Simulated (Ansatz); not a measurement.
C$_{2}$H$_{2}$FOSi (charge +1), closed shell: a relaxation.

in.yaml

```yaml
crystal:
  periodic: [false, false, false]
  atoms:
    - {symbol: O, position_ang: [-0.040603, 0.103287, 1.495334]}
    - {symbol: C, position_ang: [0.412365, -0.681038, 0.543112]}
    - {symbol: C, position_ang: [0.072078, -0.421788, -0.677572]}
    - {symbol: Si, position_ang: [-0.455736, 0.977259, -1.664137]}
    - {symbol: F, position_ang: [-1.008950, 1.570248, -3.003593]}
    - {symbol: H, position_ang: [0.169713, -0.151906, 2.420390]}
    - {symbol: H, position_ang: [1.098390, -1.440316, 0.873006]}
basis:
  gaussian: {orbitals: def2-mTZVP}
total_charge: 1
hamiltonian: {xc: pbe0, dispersion: d4}
relax: {f_tol: 0.01, max_steps: 80, max_displacement: 0.2}
```

Launched with

```bash
ansatz run in.yaml --threads 4 --pin off --events-out ev --progress --plain --max-ram 6963MiB
```

The run's output (Ansatz 0.2.0):

```
Functional definition: PBE0
  name "PBE0"
  cite "Adamo & Barone, J. Chem. Phys. 110, 6158 (1999) doi:10.1063/1.478522"
  cite "Perdew, Burke & Ernzerhof, Phys. Rev. Lett. 77, 3865 (1996) doi:10.1103/PhysRevLett.77.3865"
  parent pbe
  parameter a = 0.25
  parameter kappa = 0.804
  parameter beta = 0.06672455060314922
  exchange = (1 - a)*pbe_x(kappa = kappa, mu = beta*pi^2/3) + a*exact_x
  correlation = pbe_c(beta = beta)
974 factors; their error is unknown
mean field evaluation 1: about -14704.3908 eV, gradient 1.0e2 eV
mean field evaluation 2: about -14551.7230 eV, gradient 2.2e2 eV
mean field evaluation 4: about -14727.5466 eV, gradient 2.7e1 eV
mean field evaluation 8: about -14728.8088 eV, gradient 7.7e-1 eV
mean field evaluation 16: about -14728.8888 eV, gradient 6.8e-4 eV
mean field -14728.88880335 eV, -541.2766799236 hartree, gradient 4.1e-5 eV, S^2 0.000000; 0 other end points of the search recorded, 0 dependent functions left out
the calculation of the forces begins
reference -14728.88883009 eV, -541.2766809065 hartree; 22, 22 occupied and 87, 87 virtual orbitals, 974 factors
relax step   1: F+E_penalty+E_count = -14728.99297965 eV  Δ(F+E_penalty+E_count) = +0.000e0 eV  max|allowed force component| = 6.046e0 eV/Å  Δτ_max = 0.0000 Å  (32 SCF iters, accepted)
relax step   2: F+E_penalty+E_count = -14729.57114465 eV  Δ(F+E_penalty+E_count) = -5.782e-1 eV  max|allowed force component| = 1.780e0 eV/Å  Δτ_max = 0.1948 Å  (41 SCF iters, accepted)
relax step   3: F+E_penalty+E_count = -14729.69114088 eV  Δ(F+E_penalty+E_count) = -1.200e-1 eV  max|allowed force component| = 1.192e0 eV/Å  Δτ_max = 0.1264 Å  (34 SCF iters, accepted)
relax step   4: F+E_penalty+E_count = -14729.74715655 eV  Δ(F+E_penalty+E_count) = -5.602e-2 eV  max|allowed force component| = 1.188e0 eV/Å  Δτ_max = 0.1163 Å  (34 SCF iters, accepted)
relax step   5: F+E_penalty+E_count = -14729.68894090 eV  Δ(F+E_penalty+E_count) = +5.822e-2 eV  max|allowed force component| = 1.704e0 eV/Å  Δτ_max = 0.2000 Å  (40 SCF iters, rejected (line search))
relax step   6: F+E_penalty+E_count = -14729.77344404 eV  Δ(F+E_penalty+E_count) = -2.629e-2 eV  max|allowed force component| = 5.941e-1 eV/Å  Δτ_max = 0.0512 Å  (35 SCF iters, accepted)
relax step   7: F+E_penalty+E_count = -14729.79299943 eV  Δ(F+E_penalty+E_count) = -1.956e-2 eV  max|allowed force component| = 2.781e-1 eV/Å  Δτ_max = 0.0997 Å  (34 SCF iters, accepted)
relax step   8: F+E_penalty+E_count = -14729.80780691 eV  Δ(F+E_penalty+E_count) = -1.481e-2 eV  max|allowed force component| = 7.395e-2 eV/Å  Δτ_max = 0.0838 Å  (34 SCF iters, accepted)
relax step   9: F+E_penalty+E_count = -14729.80915647 eV  Δ(F+E_penalty+E_count) = -1.350e-3 eV  max|allowed force component| = 2.297e-2 eV/Å  Δτ_max = 0.0241 Å  (35 SCF iters, accepted)
relax step  10: F+E_penalty+E_count = -14729.80945389 eV  Δ(F+E_penalty+E_count) = -2.974e-4 eV  max|allowed force component| = 2.907e-2 eV/Å  Δτ_max = 0.0169 Å  (34 SCF iters, accepted)
relax step  11: F+E_penalty+E_count = -14729.80949625 eV  Δ(F+E_penalty+E_count) = -4.237e-5 eV  max|allowed force component| = 8.684e-3 eV/Å  Δτ_max = 0.0037 Å  (36 SCF iters, accepted)
Total energy: -14729.80952224 eV, -541.3105157189 hartree
Atom 0 at    -0.004797     0.092849     1.672018 Å, force    -0.001616     0.002616     0.006229 eV/Å
Atom 1 at     0.362810    -0.511038     0.577565 Å, force     0.003300    -0.005688    -0.008684 eV/Å
Atom 2 at     0.102500    -0.126472    -0.680987 Å, force    -0.002809     0.004444     0.005938 eV/Å
Atom 3 at    -0.705928     1.131204    -1.567185 Å, force     0.004790    -0.007876    -0.008217 eV/Å
Atom 4 at    -0.757777     1.179240    -3.125971 Å, force    -0.002085     0.003618     0.004358 eV/Å
Atom 5 at     0.300727    -0.373172     2.467949 Å, force     0.000549    -0.000606     0.000264 eV/Å
Atom 6 at     0.949722    -1.436865     0.643151 Å, force    -0.002129     0.003492     0.000113 eV/Å
Dipole moment:     0.186854    -0.279437     0.740368 e Å

[the SCF lines of later steps are left out]
```

Hardware: 4 CPU threads of an Arm Neoverse N1, shared host. Wall time about 23 s.
